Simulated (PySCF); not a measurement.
## Fractional electron number in Os²⁺ (osmium, charge +2)

The 5d beta orbital of [Xe] 4f14 5d6 is emptied in steps (occupation f), with all orbitals relaxed, ending at [Xe] 4f14 5d5. All numbers are calculated (PySCF 2.14, scalar relativity through the core potential, in def2-SVP with the def2 core potential (60 electrons) (6s3p2d1f, 32 functions)). The exact energy is a straight line in f; departures are measured from the line between the end points of the same method.

```
  f  UHF (eV)  LDA (eV)  PBE (eV)
  1     0.000     0.000     0.000
0.9     0.096    -0.500    -0.488
0.7     0.215    -1.174    -1.143
0.5     0.247    -1.406    -1.366
0.3     0.201    -1.188    -1.151
0.1     0.083    -0.512    -0.494
  0     0.000     0.000     0.000
```

Task: For PBE, how does the orbital energy at f = 1 compare with the removal energy?

Result: −ε = 21.536 eV against a total-energy difference of 26.938 eV. By Janak's theorem ε = ∂E/∂f, so the gap between them reflects the curvature. Along the path −ε is 22.592 (f = 0.9), 24.735 (f = 0.7), 26.913 (f = 0.5), 29.117 (f = 0.3), 31.332 (f = 0.1) eV.

```tsv
method	E(f=0) − E(f=1) (eV)	−ε at f=1 (eV)	−ε at f=0.5 (eV)
UHF	24.924	26.009	24.881
LDA	27.119	21.589	27.076
PBE	26.938	21.536	26.913
```

Reference removal energy between the ground levels: 25 ± 1.6 eV (theoretical estimate listed by NIST; NIST Atomic Spectra Database, ionization energies). The calculation has no spin-orbit coupling. The determinant left behind need not be the lowest term of the ion. UHF lacks correlation.
